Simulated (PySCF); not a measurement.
Protons, H atoms and electrons added to or taken from N=C=O. Gas-phase values, no solvent. One relaxed conformer stands for each flexible species; it need not be the lowest. Strings in code marks are SMILES.

Method: B3LYP-D3(BJ)/def2-TZVP // M06-2X/def2-TZVP run with PySCF 2.14.0. B3LYP has the VWN-RPA correlation part, as in Gaussian. Delta-SCF ions had no search for a lower state. Excitations are Tamm–Dancoff values on a coarser integration grid. The basis has no diffuse functions, so Rydberg states are missing or too high.

```tsv
species	LUMO (eV)	HOMO (eV)	vertical ionisation energy (Delta-SCF) (eV)	S1 excitation (TDA) (eV)	adiabatic ionisation energy (no zero-point term) (eV)
neutral parent (`O=C=N`)	(withheld)	-8.59	11.70	6.69	11.62
proton added at N1 (`O=C=[NH2+]`)	-8.78	-16.97	20.19	6.28	20.02
proton added at O3 (`N=C=[OH+]` (not the most basic site))	-7.12	(withheld)	20.17	7.82	(withheld)
H atom removed from N1 (`[N]=C=O`)	–	–	–	–	–
```

Q: What belongs in the gaps?

A: 
- neutral parent (`O=C=N`), LUMO (eV): -0.11
- proton added at O3 (`N=C=[OH+]` (not the most basic site)), HOMO (eV): -16.92
- proton added at O3 (`N=C=[OH+]` (not the most basic site)), adiabatic ionisation energy (no zero-point term) (eV): 19.89
